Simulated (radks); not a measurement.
Values are calculated unless marked as measured or tabulated.
The dysprosium ion Dy2+ inside a hard spherical wall (all orbitals vanish at R), configuration held at [Xe] 4f10 and not refilled when levels cross. Code: a radial shooting solver on a logarithmic mesh with Libxc functionals. Model: scalar-relativistic Kohn-Sham, r2SCAN, spin-polarised, spherical densities, finite nucleus; open shells are filled with parallel spins first (spin-orbit coupling, left out, can overturn this in heavy ions); meta-GGA in the generalised Kohn-Sham scheme; Fermi nuclear charge, rms radius 5.2218 fm. Eigenvalues in eV for spin up, with the zero of energy where the potential of the charges vanishes at infinity; a dash marks a level that is unbound or too diffuse for the functional's potential to be trusted. A positive occupied level is held by the wall or, in an anion where self-interaction has pushed it up, behind a barrier. The pressure on the wall is -dE/dV.

R (bohr) = free: E (hartree) -12156.9115; kinetic (hartree) 13114.101; e(4d) -171.49; e(5s) -65.276; e(5p) -40.807; e(4f) -18.395; e(6s, empty) -13.589; e(5d, empty) -13.210; pressure (GPa) 0
R (bohr) = 20: E (hartree) -12156.9115; kinetic (hartree) 13114.101; e(4d) -171.49; e(5s) -65.276; e(5p) -40.807; e(4f) -18.395; e(6s, empty) -13.589; e(5d, empty) -13.210; pressure (GPa) < 0.0001
R (bohr) = 12: E (hartree) -12156.9115; kinetic (hartree) 13114.101; e(4d) -171.49; e(5s) -65.276; e(5p) -40.807; e(4f) -18.395; e(6s, empty) -13.589; e(5d, empty) -13.210; pressure (GPa) < 0.0001
R (bohr) = 5: E (hartree) -12156.9078; kinetic (hartree) 13114.135; e(4d) -171.28; e(5s) -65.134; e(5p) -40.679; e(4f) -18.206; e(6s, empty) -11.297; e(5d, empty) -12.623; pressure (GPa) 0.761
R (bohr) = 3: E (hartree) -12156.4127; kinetic (hartree) 13117.550; e(4d) -164.86; e(5s) -60.418; e(5p) -35.453; e(4f) -12.121; e(6s, empty) 19.323; e(5d, empty) -2.075; pressure (GPa) 340
R (bohr) = 2.5: E (hartree) -12155.0195; kinetic (hartree) 13125.122; e(4d) -155.31; e(5s) -52.673; e(5p) -26.052; e(4f) -2.968; e(6s, empty) 57.898; e(5d, empty) 12.670; pressure (GPa) 1910
R (bohr) = 1.5: E (hartree) -12122.4341; kinetic (hartree) 13250.922; e(4d) -75.228; e(5s) 58.378; e(5p) 106.11; e(4f) 81.241; e(6s, empty) 442.77; e(5d, empty) 180.10; pressure (GPa) 117000
